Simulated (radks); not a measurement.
The mean radii <r> (bohr) of the occupied orbitals of an atom or ion are listed with their occupations. All-electron calculation, scalar-relativistic Kohn-Sham, PBE, spin-unpolarised, spherical densities, point nucleus. Program: a radial shooting solver on a logarithmic mesh with Libxc functionals.

orbital  occ.      <r>
1s          2  0.01604
2s          2  0.06757
2p          6  0.06142
3s          2   0.1744
3p          6   0.1763
3d         10   0.1597
4s          2   0.3827
4p          6   0.4074
4d         10   0.4257
4f         14   0.4358
5s          2   0.7821
5p          1   0.8499

Name the element and its charge.

Answer. Z = 82, lead, charge +19: Pb19+ in [Kr] 4d10 4f14 5s2 5p1. The 1s radius gives Z: for a bare nucleus <r> = (2 gamma + 1)/(2Z) with gamma = sqrt(1 - (Z/c)^2), 0.01587 bohr for Z = 82, and screening makes it slightly larger (0.01604 here). The occupations add up to 63, and the charge is Z minus that.
